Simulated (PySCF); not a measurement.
C2H7F2NSi, SMILES N[SiH2]CC(F)F. Atoms are numbered in the order given.

```xyz
13

N      2.8012    -0.3261    -0.0269
Si     1.2154     0.3542    -0.1928
C     -0.1767    -0.8574     0.3156
C     -1.5826    -0.3214     0.1979
F     -1.7317     0.7891     0.9785
F     -1.8393     0.0522    -1.0904
H      3.1458    -1.0160    -0.6865
H      3.2236    -0.4517     0.8873
H      1.1422     1.5526     0.6857
H      1.0269     0.7169    -1.6233
H     -0.0940    -1.7665    -0.3041
H     -0.0060    -1.1697     1.3598
H     -2.3677    -1.0407     0.4948
```

The structure is a stationary point at B3LYP-D3(BJ)/def2-SVP. This is a generated structure with no PubChem entry under its InChIKey; it may be hypothetical. Other conformers were not sampled.

These are HF/def2-TZVP (PySCF) values and carry that method's errors.

ESP charges are fitted to the potential on shells at 1.4 to 2.0 van der Waals radii. Atomic charges (e):

```csv
atom,ESP fit,Mulliken,IAO,Löwdin
N1,-1.24,-0.77,-0.90,-0.30
Si2,1.01,0.56,1.10,0.28
C3,-0.68,-0.35,-0.59,-0.37
C4,0.53,0.43,0.57,-0.39
F5,-0.28,-0.29,-0.36,0.08
F6,-0.28,-0.29,-0.36,0.08
H7,0.44,0.25,0.26,0.15
H8,0.44,0.25,0.26,0.15
H9,-0.17,-0.05,-0.19,-0.05
H10,-0.17,-0.05,-0.19,-0.05
H11,0.17,0.11,0.14,0.14
H12,0.17,0.11,0.14,0.14
H13,0.06,0.08,0.13,0.12
```

Q: Give the Mayer and Wiberg (Löwdin basis) orders of the bonds. (Estimate from the structure and the level; the computed values follow.)

A: 
```
bond     Mayer  Wiberg
-------  -----  ------
N1–Si2    1.04    1.49
Si2–C3    0.89    1.05
C3–C4     1.01    1.27
C4–F5     0.96    1.64
C4–F6     0.96    1.64
N1–H7     0.92    0.97
N1–H8     0.92    0.97
Si2–H9    0.99    0.93
Si2–H10   0.99    0.93
C3–H11    0.95    0.85
C3–H12    0.95    0.85
C4–H13    1.00    0.88
```
